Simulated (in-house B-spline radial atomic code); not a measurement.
Al IX (Al8+): [He] 2s1 (2p1/2)1 (4p3/2)1 (an excited or competing configuration)

All numbers are computed (Dirac-Hartree-Fock, average of the jj configuration; Fermi nucleus of rms radius 3.061 fm) with a radial B-spline atomic code at the basis-set limit, not measured.

Screening seen three ways: the hydrogenic charge with the same mean radius, Z_r = [3n² - l(l+1)]/(2<r>), the one with the same energy, Z_e = n√(-2ε), and Slater's rules. Values are occupation-weighted means over j.

```tsv
shell	electrons	ε (eV)	<r> (bohr)	Z_r	Z_e	Slater
1s	2	-1937.9	0.119	12.61	11.93	12.70
2s	1	-382.49	0.5243	11.44	10.60	10.95
2p	1	-360.28	0.4573	10.93	10.29	10.95
4p	1	-73.034	2.409	9.55	9.27	9.00
```

The least bound orbital is 4p3/2 at -73.03 eV, and it is also the most diffuse (<r> = 2.409 bohr).

For the 1s electron the small component carries 0.214 % of the norm, the zero-frequency Breit interaction raises the level by 0.8165 eV, self-energy by 0.3717 eV, and vacuum polarisation lowers it by 0.02231 eV.
